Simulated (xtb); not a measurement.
YF₃, SMILES [F][Y]([F])[F]. All values are semi-empirical tight-binding results from xtb (GFN2-xTB unless named), good for trends rather than for accurate numbers. The structure is a stationary point at GFN2-xTB. The isomer is the one that the SMILES or the coordinates give; other isomers of the formula were not compared.

Optimised geometry:

Bond lengths (Å): Y1–F2 1.883, Y1–F3 1.883, Y1–F4 1.883. Angles (°): F2–Y1–F3 101.4, F2–Y1–F4 101.4, F3–Y1–F4 101.4.
Charge 0, spin multiplicity 1.

For metal compounds this method's bond lengths and energies can be far off.

Computed properties:
| Item | Result |
|---|---|
| point group as xtb finds it | C3v |
| orbital gap | 2.51 eV |
| zero-point energy | 2.2 kcal/mol |
| G − E(el) at 298.15 K (modified RRHO) | -16.2 kcal/mol |

Computed atomic charges and the Wiberg bond orders between heavy atoms:
charges (e) Y1 0.73, F2 -0.24, F3 -0.24, F4 -0.24. Bond orders Y1–F2 1.06, Y1–F3 1.06, Y1–F4 1.06.
